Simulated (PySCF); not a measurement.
Species: C₇H₁₃Ga.
Numbering: `[CH2:1]1[CH2:2][GaH:3][C@@H:4]([CH:5]2[CH2:6][CH2:7]2)[CH2:8]1` (hydrogens: H9, H10 on C1; H11, H12 on C2; H13 on Ga3; H14 on C4; H15 on C5; H16, H17 on C6; H18, H19 on C7; H20, H21 on C8)

Method: PBE0-D3(BJ)/def2-SVP geometry optimisation, gas phase in PySCF 2.14.0; density fitting, grid level 1; the optimiser is geomeTRIC in internal coordinates, started from a GFN2-xTB structure.

Step 1: E = -59820.5780 eV
```
atom  x, y, z in Å  |  force x, y, z in eV/Å
C1     -1.9699   -0.9767   -0.4298   -0.059   0.052   0.013
C2     -2.5292    0.1920    0.3993   -0.247  -0.190  -0.105
Ga3    -1.1816    1.5817   -0.0065    0.033  -0.248   0.041
C4      0.1556    0.3311   -0.7977    0.132  -0.180  -0.009
C5      1.6039    0.5869   -0.4153   -0.106   0.101  -0.067
C6      2.0424    0.6318    1.0205    0.019   0.038   0.051
C7      2.5147   -0.4779    0.1277    0.078  -0.068  -0.039
C8     -0.4432   -1.0058   -0.3209    0.038  -0.011  -0.064
H9     -2.3963   -1.9534   -0.1410   -0.011   0.035   0.024
H10    -2.2406   -0.8235   -1.4926    0.006  -0.078   0.040
H11    -2.5354   -0.0619    1.4769    0.052   0.075  -0.046
H12    -3.5719    0.4382    0.1351    0.071   0.021   0.045
H13    -1.1480    3.0893    0.3004    0.021   0.454   0.032
H14     0.0765    0.3551   -1.9020   -0.004   0.006   0.046
H15     2.0939    1.3194   -1.0682   -0.013   0.000   0.070
H16     1.3010    0.3845    1.7890    0.007  -0.037   0.010
H17     2.7593    1.3961    1.3340   -0.015  -0.003  -0.012
H18     3.5640   -0.4760   -0.1821   -0.019   0.002  -0.009
H19     2.1070   -1.4787    0.2939   -0.006   0.025   0.002
H20    -0.1837   -1.1738    0.7428    0.010  -0.039  -0.040
H21    -0.0282   -1.8636   -0.8801    0.012   0.045   0.016
```

Step 2: E = -59820.5977 eV
```
atom  x, y, z in Å  |  force x, y, z in eV/Å
C1     -1.9765   -0.9842   -0.4213    0.002   0.082   0.005
C2     -2.5442    0.1973    0.3839   -0.060  -0.071  -0.102
Ga3    -1.1834    1.5900   -0.0100    0.000   0.083   0.047
C4      0.1560    0.3226   -0.7878    0.064  -0.082   0.041
C5      1.6009    0.5898   -0.4060   -0.089   0.019   0.029
C6      2.0478    0.6121    1.0290    0.005  -0.004   0.014
C7      2.5335   -0.4709    0.1094    0.046  -0.019  -0.045
C8     -0.4463   -1.0132   -0.3124   -0.002   0.070   0.013
H9     -2.4057   -1.9540   -0.1157    0.009   0.010   0.038
H10    -2.2438   -0.8556   -1.4866   -0.014  -0.043   0.001
H11    -2.5552   -0.0328    1.4649    0.038   0.024   0.012
H12    -3.5820    0.4462    0.1121    0.015   0.014   0.005
H13    -1.1457    3.1391    0.2761    0.007  -0.089  -0.051
H14     0.0783    0.3495   -1.8908   -0.014   0.002  -0.008
H15     2.0771    1.3421   -1.0441   -0.002   0.035   0.039
H16     1.3189    0.3307    1.7982    0.009  -0.016  -0.007
H17     2.7525    1.3827    1.3533   -0.002   0.004  -0.005
H18     3.5793   -0.4445   -0.2096   -0.002  -0.003  -0.007
H19     2.1432   -1.4808    0.2575   -0.016   0.001   0.008
H20    -0.1868   -1.1805    0.7505    0.015  -0.035  -0.004
H21    -0.0279   -1.8708   -0.8671   -0.008   0.016  -0.022
```

Step 3: E = -59820.6074 eV
```
atom  x, y, z in Å  |  force x, y, z in eV/Å
C1     -1.9790   -0.9865   -0.4093    0.014   0.027  -0.008
C2     -2.5558    0.2068    0.3678    0.027   0.019  -0.056
Ga3    -1.1893    1.5960   -0.0236   -0.018   0.095   0.003
C4      0.1560    0.3204   -0.7774    0.019  -0.004   0.048
C5      1.5961    0.5968   -0.3920   -0.041  -0.015   0.061
C6      2.0519    0.5837    1.0408   -0.003  -0.030  -0.008
C7      2.5490   -0.4642    0.0859    0.026   0.007  -0.047
C8     -0.4473   -1.0118   -0.3000   -0.013   0.059   0.044
H9     -2.4052   -1.9494   -0.0799    0.015  -0.007   0.030
H10    -2.2468   -0.8877   -1.4770   -0.015  -0.020  -0.012
H11    -2.5683    0.0030    1.4538    0.014  -0.009   0.024
H12    -3.5906    0.4537    0.0873   -0.011   0.002  -0.009
H13    -1.1508    3.1528    0.2286    0.001  -0.117  -0.036
H14     0.0798    0.3495   -1.8803   -0.006  -0.016  -0.026
H15     2.0589    1.3750   -1.0078   -0.001   0.044   0.024
H16     1.3352    0.2632    1.8060    0.006   0.001  -0.008
H17     2.7450    1.3568    1.3829    0.003   0.004  -0.002
H18     3.5913   -0.4122   -0.2408    0.004  -0.006  -0.002
H19     2.1739   -1.4834    0.2073   -0.013  -0.003   0.009
H20    -0.1861   -1.1776    0.7627    0.010  -0.025   0.003
H21    -0.0277   -1.8702   -0.8515   -0.018  -0.006  -0.034
```

Step 4: E = -59820.6200 eV
```
atom  x, y, z in Å  |  force x, y, z in eV/Å
C1     -1.9806   -0.9904   -0.3784   -0.004  -0.056  -0.018
C2     -2.5774    0.2310    0.3311    0.088   0.129   0.033
Ga3    -1.2107    1.6170   -0.0690   -0.021   0.013  -0.058
C4      0.1545    0.3245   -0.7511   -0.034   0.091   0.039
C5      1.5849    0.6152   -0.3530    0.051  -0.019   0.044
C6      2.0637    0.5076    1.0677   -0.010  -0.058  -0.032
C7      2.5794   -0.4479    0.0273   -0.008   0.028  -0.030
C8     -0.4485   -1.0013   -0.2665    0.001  -0.006   0.052
H9     -2.3929   -1.9380    0.0091    0.006  -0.007   0.006
H10    -2.2518   -0.9624   -1.4493   -0.005   0.016  -0.012
H11    -2.5922    0.0849    1.4271   -0.031  -0.040   0.011
H12    -3.6091    0.4617    0.0299   -0.033  -0.020  -0.005
H13    -1.1768    3.1809    0.0985   -0.012  -0.063   0.003
H14     0.0866    0.3505   -1.8560    0.023  -0.046  -0.022
H15     2.0179    1.4549   -0.9072   -0.007   0.030   0.007
H16     1.3751    0.0989    1.8154    0.002   0.026   0.006
H17     2.7351    1.2773    1.4575    0.006   0.001   0.001
H18     3.6132   -0.3394   -0.3123    0.005  -0.009   0.005
H19     2.2339   -1.4837    0.0786    0.001  -0.002   0.004
H20    -0.1848   -1.1626    0.7963   -0.002   0.003  -0.005
H21    -0.0295   -1.8639   -0.8123   -0.014  -0.010  -0.028
```

Task: Estimate the geometry and energy of step 5. (The exact step hangs on the optimiser's Hessian estimate; all steps are aligned on step 4, rigid shifts and turns removed.)

Result: E = -59820.6228 eV, largest force 0.115 eV/Å
```
atom  x, y, z in Å  |  force x, y, z in eV/Å
C1     -1.9817   -0.9900   -0.3681    0.002  -0.048  -0.011
C2     -2.5856    0.2402    0.3209    0.062   0.088   0.039
Ga3    -1.2226    1.6234   -0.0898    0.002  -0.011  -0.044
C4      0.1550    0.3293   -0.7403   -0.036   0.071   0.019
C5      1.5841    0.6225   -0.3377    0.038   0.000   0.015
C6      2.0729    0.4803    1.0759   -0.010  -0.048  -0.021
C7      2.5893   -0.4425    0.0066   -0.012   0.019  -0.015
C8     -0.4491   -0.9953   -0.2531   -0.002  -0.026   0.031
H9     -2.3898   -1.9328    0.0356    0.002  -0.003  -0.005
H10    -2.2530   -0.9809   -1.4395    0.004   0.016  -0.006
H11    -2.6046    0.1072    1.4190   -0.028  -0.026   0.000
H12    -3.6179    0.4600    0.0125   -0.017  -0.017   0.000
H13    -1.1970    3.1864    0.0497   -0.014  -0.009   0.008
H14     0.0949    0.3466   -1.8465    0.024  -0.036  -0.009
H15     2.0075    1.4819   -0.8696   -0.012   0.014   0.003
H16     1.3930    0.0474    1.8175    0.002   0.020   0.010
H17     2.7408    1.2452    1.4811    0.004   0.001  -0.001
H18     3.6202   -0.3184   -0.3362    0.003  -0.006   0.003
H19     2.2508   -1.4817    0.0334    0.002  -0.002  -0.001
H20    -0.1865   -1.1548    0.8099   -0.003   0.006  -0.002
H21    -0.0305   -1.8592   -0.7980   -0.009  -0.003  -0.012
```

The energy changes by -0.0028 eV. The first-order estimate −F·Δx gives -0.0038 eV and the mean of the old and new forces, exact on a quadratic surface, -0.0028 eV. The step makes an angle of 84° with the force vector and moves no atom by more than 0.055 Å.

What follows is the cost of the whole optimisation. Rough CPU time on one thread of a shared machine: about 8 min.
